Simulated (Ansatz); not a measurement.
Harmonic frequencies (cm⁻¹) at PBE0-D4/def2-TZVP from Ansatz: 56, 91, 117, 402, 487, 495, 525, 657, 699, 722, 785, 854, 883, 889, 978, 980, 1381, 1916, 1921, 2139, 2139, 2139, 3058, 3123.

Q: Which molecule is it?
A. `CCC#CF`
B. `[OH][AlH][SiH2][SeH]`
C. `[AlH2][CH2][GeH3]`
D. `[CH3][AlH][GeH3]`

A: C.
